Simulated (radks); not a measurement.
All-electron atom: Fe VI in [Ar] 3d3. Calculated with a radial shooting solver on a logarithmic mesh with Libxc functionals: scalar-relativistic Kohn-Sham, SCAN, spin-polarised, spherical densities, finite nucleus; open shells are filled with parallel spins first; meta-GGA in the generalised Kohn-Sham scheme; Fermi nuclear charge, rms radius 3.7377 fm.

Local quantities along the radius. ELF = 1/(1 + alpha^2) is the electron localisation function; alpha = (tau - tau_W)/tau_unif compares the Pauli kinetic energy density with that of the uniform gas (summed over spins). tau is taken from the large components.

```
   r/bohr * ELF (the largest magnitude, 1, reaches the edge; | marks zero)
 0.001936 |                                                      *
 0.002442 |                                                      *
 0.003104 |                                                      *
 0.003914 |                                                      *
 0.004936 |                                                      *
 0.006275 |                                                      *
 0.007914 |                                                      *
 0.009981 |                                                      *
  0.01259 |                                                      *
    0.016 |                                                      *
  0.02018 |                                                      *
  0.02545 |                                                      *
  0.03235 |                                                     *
   0.0408 |                                                   *
  0.05145 |                                             *
  0.06541 |                             *
  0.08249 |                *
    0.104 |                *
   0.1312 |                           *
   0.1668 |                                        *
   0.2103 |                                             *
   0.2652 |                                         *
   0.3372 |                   *
   0.4252 |        *
   0.5363 |                       *
   0.6817 |                                          *
   0.8597 |                                            *
    1.084 |                                      *
    1.367 |                      *
    1.738 |    *
    2.192 |*
    2.765 *
```

On this mesh the ELF has minima near r = 0.092, 0.43 bohr, which separate the shells, and maxima near 0.21 (0.83), 0.76 (0.82).
